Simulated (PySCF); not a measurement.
Hf(Cl)2(SH)2 (Cl₂H₂HfS₂), SMILES [SH][Hf]([Cl])([Cl])[SH], multiplicity 1.

The structure is a stationary point at PBE-D3(BJ)/def2-SVP. The spin state was assumed, not searched. The structure was generated by enumeration; whether it is a known compound was not checked. The def2 effective core potentials stand for the cores of Hf; spin–orbit coupling is left out. Other conformers were not sampled.

Two levels are set side by side: TDDFT-PBE/def2-SVPD (PySCF) and TDDFT-PBE0/def2-SVPD (PySCF). Vertical, same geometry. The lowest singlet is HOMO→LUMO 88 % with PBE and HOMO→LUMO 69 %, HOMO→LUMO+1 29 % with the other functional; states are paired by order. Differences are taken from unrounded values.

```
quantity                              TDDFT-PBE
------------------------------------  ---------
lowest singlet excitation (eV)             3.86
lowest triplet excitation (TDA) (eV)       3.68
```

Task: These are the TDDFT-PBE values. What does TDDFT-PBE0 give? (An estimate is asked for; the answer gives what the named calculation found.)

Result: 
```csv
quantity,TDDFT-PBE0,TDDFT-PBE minus TDDFT-PBE0
lowest singlet excitation (eV),4.38,-0.53
lowest triplet excitation (TDA) (eV),4.18,-0.50
```

A lower first singlet is the usual sign of a functional without exact exchange. Differences between two approximate levels are no errors against the true value.

Rough cost on one machine, each run with all the roots and properties that it gave: TDDFT-PBE0 against TDDFT-PBE about 4 times.
